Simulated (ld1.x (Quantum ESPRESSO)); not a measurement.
Values are calculated unless marked as measured or tabulated.
## Hardness and transferability of assorted potentials

Generated with ld1.x 7.5 (TM, RRKJ, ultrasoft, PAW), atompaw 4.2 or ONCVPSP 4.0.1. The cutoff is in Ry: for ld1.x and atompaw files where the sum of valence levels is converged to 10 mRy in a Bessel basis, for ONCV files where the hardest occupied wave has 1 mHa per electron of residual kinetic energy. The error is the largest all-electron minus pseudo excitation energy over each file’s own four to seven test configurations (ionisations up to +4, promotions, holes and added fractions of an electron), all of which were solved. The labels leave out finer settings (local radius, basis sizes, second energies), which also bear on the numbers. Spin-polarised tests are not counted. The rows are a selection from randomly drawn settings: files with unsolved tests, undetermined cutoffs or missed reference levels are left out.

A true bound ghost makes a file unfit for plane-wave use even where its test errors are small: the radial tests pick states by their node count and pass the ghost by.

| element | potential | cutoff (Ry) | largest error (meV) | bound ghosts |
| --- | --- | --- | --- | --- |
| V | TM, PBE, fully relativistic, rc 2.65/3.00/1.85 (spd), local smoothed, core correction no, reference 3d3 4s0 4p0 | 70 | +414 | none |
| Ge | TM, PBEsol, scalar-relativistic, rc 1.90/2.50 (sp), local smoothed, core correction no, reference 4s2 4p2 | 18 | +40 | none |
| Cd | TM, LDA (PZ), scalar-relativistic, rc 1.60/1.95/1.15/1.65 (spdf), local smoothed, core correction yes, reference 4d10 5s1 5p0 | 90 | -671 | none |
| Hf | TM, LDA (PZ), scalar-relativistic, rc 2.85/1.70/1.75 (spd), local p, core correction yes, reference 5p6 5d2 6s2 6p0 | 45 | -54 | s |

Task: Fill in the row for Ag: TM semilocal, PBE, scalar-relativistic, rc 1.75/2.65/1.30 (spd), local d, core correction no, reference 4d10 5s1 5p0.

Result: cutoff 80 Ry, largest error -67 meV, bound ghosts: none.
